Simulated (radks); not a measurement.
Species: the osmium ion Os35+. Configuration: [Kr] 4d5.

All-electron calculation, scalar-relativistic Kohn-Sham, PBEsol, spin-polarised, spherical densities, finite nucleus; open shells are filled with parallel spins first (spin-orbit coupling, left out, can overturn this in heavy ions); Fermi nuclear charge, rms radius 5.4126 fm. Program: a radial shooting solver on a logarithmic mesh with Libxc functionals.

Energy parts (hartree):
part                       energy
total                 -16552.3261
kinetic                18413.9986
electron-nucleus      -38728.3015
Hartree                 4037.9136
exchange-correlation    -275.9368

Orbitals (lengths in bohr, moments of r in powers of bohr; <r^-3> diverges for s and p1/2; r(max) is where P^2 peaks):
orbital  occ.  eigenvalue (hartree)  <r^-3>       <r^4>   r(max)      <r>
1s up       1             -2765.683       -   5.130e-07  0.01103  0.01774
1s down     1             -2765.678       -   5.129e-07  0.01103  0.01774
2s up       1             -525.6873       -  0.00007628  0.06343  0.07492
2s down     1             -525.4861       -  0.00007627  0.06342  0.07492
2p up       3             -464.7664   21880  0.00006061  0.05221  0.06729
2p down     3             -464.6004   21890  0.00006059  0.05220  0.06728
3s up       1             -162.1293       -    0.002688   0.1783   0.1926
3s down     1             -162.0165       -    0.002679   0.1783   0.1925
3p up       3             -144.2045    5026    0.002879   0.1767   0.1928
3p down     3             -144.0812    5028    0.002866   0.1767   0.1927
3d up       5             -124.4614   638.1    0.002173   0.1436   0.1742
3d down     5             -124.2879   637.8    0.002165   0.1438   0.1741
4s up       1             -70.00106       -     0.04383   0.3870   0.3974
4s down     1             -69.50577       -     0.04400   0.3869   0.3976
4p up       3             -63.49082    1523     0.05155   0.4002   0.4112
4p down     3             -63.00275    1518     0.05186   0.4000   0.4116
4d up       5             -55.81802   185.8     0.05528   0.3960   0.4124
4d down     0             -55.33051   185.5     0.05575   0.3959   0.4130

The highest occupied level is 4d up at -1518.9 eV. Spin moment in Bohr magnetons: 5. The electron density at the nucleus is 1.788e+06 e/bohr^3 (large components only). The density falls to 0.001 e/bohr^3 at r = 1.10 bohr. Summed over all electrons, <r^2> = 3.219 bohr^2, which gives a Langevin (diamagnetic) susceptibility term of -2.55 x 10^-6 cm^3/mol. For comparison, the ionisation energy in NIST's Atomic Spectra Database is 1528 eV (theoretical). In exact Kohn-Sham theory the highest level is minus the ionisation energy, but local and semilocal functionals leave it too shallow, through self-interaction and a potential that decays too fast; potentials with the right tail come closer.
